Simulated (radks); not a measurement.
Task: The ruthenium ion Ru12+, configuration [Ar] 3d10 4s2 4p2. All-electron calculation, non-relativistic Kohn-Sham, LDA (Slater exchange, Perdew-Wang correlation), spin-unpolarised, spherical densities, point nucleus; relativity is left out, which matters for an element this heavy. Program: a radial shooting solver on a logarithmic mesh with Libxc functionals. Some entries of the table are withheld. Estimate them.

| orbital | occ. | eigenvalue (hartree) | <r> (bohr) | <1/r> (bohr^-1) |
|---|---|---|---|---|
| 1s | 2 | -792.3768 | 0.03466 | (1) |
| 2s | 2 | -119.8681 | 0.1510 | 9.833 |
| 2p | 6 | (2) | 0.1291 | 9.837 |
| 3s | 2 | -28.35940 | 0.4130 | 3.467 |
| 3p | 6 | -25.14640 | 0.4055 | 3.385 |
| 3d | 10 | -19.22961 | 0.3783 | 3.228 |
| 4s | 2 | -10.53301 | 0.9353 | 1.477 |
| 4p | 2 | -9.43310 | 0.9693 | 1.407 |
| 4d | 0 | -7.55675 | 1.043 | 1.267 |
| 5s | 0 | -5.41615 | (3) | 0.8103 |

Result: 
(1) 1s <1/r> (bohr^-1): 43.44
(2) 2p eigenvalue (hartree): -111.6930
(3) 5s <r> (bohr): 1.712
